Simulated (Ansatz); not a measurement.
CH5NOSi2, SMILES `O[SiH]1C=N[SiH2]1` at its PBE0-D4/def2-TZVP geometry, where that method's forces vanish. Charge 0, multiplicity 1.

```xyz
10

O    -1.8268   -0.3591   -1.4411
Si   -0.8509   -0.5126   -0.1236
C    -0.3414    0.9806    0.9594
N     0.9316    0.9247    1.1248
Si    1.4765   -0.3521   -0.0108
H    -1.5364    0.2262   -2.1424
H    -1.5076   -1.5620    0.6994
H    -0.9189    1.7562    1.4801
H     2.2025    0.2652   -1.1542
H     2.3713   -1.3672    0.6085
```

(1) What forces (eV/Å) does PBE-D4/def2-TZVPP give on these atoms in Ansatz? (Best estimate.)

## Answers

(1) Computed: 
```
O1  -0.513 -0.270 -0.133
Si2  0.194 -0.012  0.164
C3  -0.567  0.020 -0.070
N4   0.692  0.210  0.339
Si5  0.079 -0.237 -0.148
H6   0.137  0.271 -0.323
H7  -0.082 -0.141  0.107
H8  -0.147  0.186  0.112
H9   0.080  0.079 -0.118
H10  0.126 -0.105  0.071
```
